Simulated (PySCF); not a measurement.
`C[C@H]1[C@H](O)C[Si@@]1(C)F`, C5H11FOSi

Molfile (atoms numbered from 1):
```
C5H11FOSi
     RDKit          3D

 19 19  0  0  0  0  0  0  0  0999 V2000
   -0.9386    1.8222   -0.7884 C   0  0  0  0  0  0  0  0  0  0  0  0
   -0.4801    0.7785    0.2180 C   0  0  1  0  0  0  0  0  0  0  0  0
   -1.3765   -0.4787    0.3041 C   0  0  2  0  0  0  0  0  0  0  0  0
   -2.1816   -0.4395    1.4545 O   0  0  0  0  0  0  0  0  0  0  0  0
   -0.2964   -1.5929    0.3095 C   0  0  0  0  0  0  0  0  0  0  0  0
    1.0426   -0.3207   -0.1496 Si  0  0  2  0  0  4  0  0  0  0  0  0
    2.7091   -0.1800    0.7236 C   0  0  0  0  0  0  0  0  0  0  0  0
    1.3546   -0.3733   -1.7490 F   0  0  0  0  0  0  0  0  0  0  0  0
   -0.2704    2.6802   -0.7786 H   0  0  0  0  0  0  0  0  0  0  0  0
   -0.9463    1.4077   -1.7942 H   0  0  0  0  0  0  0  0  0  0  0  0
   -1.9437    2.1630   -0.5458 H   0  0  0  0  0  0  0  0  0  0  0  0
   -0.4533    1.2315    1.2105 H   0  0  0  0  0  0  0  0  0  0  0  0
   -2.0011   -0.5601   -0.5958 H   0  0  0  0  0  0  0  0  0  0  0  0
   -2.6980   -1.2507    1.5028 H   0  0  0  0  0  0  0  0  0  0  0  0
   -0.5039   -2.4082   -0.3787 H   0  0  0  0  0  0  0  0  0  0  0  0
   -0.1933   -2.0133    1.3076 H   0  0  0  0  0  0  0  0  0  0  0  0
    3.3269   -1.0429    0.4976 H   0  0  0  0  0  0  0  0  0  0  0  0
    3.2408    0.7032    0.3858 H   0  0  0  0  0  0  0  0  0  0  0  0
    2.5992   -0.1167    1.8000 H   0  0  0  0  0  0  0  0  0  0  0  0
  1  2  1  0
  2  3  1  0
  3  4  1  0
  3  5  1  0
  5  6  1  0
  6  7  1  0
  6  8  1  6
  6  2  1  0
  1  9  1  0
  1 10  1  0
  1 11  1  0
  2 12  1  1
  3 13  1  6
  4 14  1  0
  5 15  1  0
  5 16  1  0
  7 17  1  0
  7 18  1  0
  7 19  1  0
M  END
```

Level of theory: PySCF 2.14.0, TDDFT PBE0/def2-SVPD circular dichroism and optical rotation, one conformer, gas phase. Geometry: GFN2-xTB.

The molecule is flexible and this is one conformer; a measurement averages over conformers. States above about 7.6 eV (minus the energy of the highest occupied orbital) lie near or above the ionisation threshold and depend on the basis.

Draw the ECD and absorption spectra from the lowest 16 states, each a Gaussian of half-width 0.2 eV at 1/e height.


```
E (eV)  λ (nm)  Δε (L mol⁻¹ cm⁻¹)  ε (L mol⁻¹ cm⁻¹)
  6.24     199               0.00              2.86
  6.39     194               0.00              69.5
  6.54     190              -0.10               551
  6.69     185              -1.36              1490
  6.84     181              -6.08              1870
  6.99     177              -9.40              2320
  7.14     174              -4.44              2530
  7.29     170              +0.32              3730
  7.44     167              +3.15              6490
  7.59     163             +11.84              6650
  7.74     160             +22.15              7820
  7.89     157              -7.87              8590
  8.04     154             -48.42              7630
  8.19     151             -33.89              5740
  8.34     149             +11.42              4380
```
Δε uses R in velocity form, ε uses f in length form. Only the states computed contribute, so the short-wavelength end is incomplete.

The sign of the CD band at 184 nm isn't settled: the length form gives the opposite one.
